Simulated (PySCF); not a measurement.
BCl₂, SMILES Cl[B]Cl (connectivity only; charge and spin as stated), charge +1, multiplicity 1. Coordinates come from a B3LYP-D3(BJ)/def2-TZVP optimisation. The spin state was assumed, not searched. The isomer is the one that the SMILES or the coordinates give; other isomers of the formula were not compared.

TDDFT-PBE/def2-TZVPD (PySCF) puts the lowest singlet excitations at 6.33, 6.49, 6.49, 7.63, 7.74, 7.74 eV.

Problem. What are the lowest excitation roots from PySCF with ADC(2)/aug-cc-pVDZ? (The exact figures need the calculation; the answer reports its results.)

Solution. 7.24, 7.24, 7.27, 8.47, 8.79, 8.90 eV. S1 differs by 0.91 eV (second minus first; roots are paired by order, and the bases may differ).
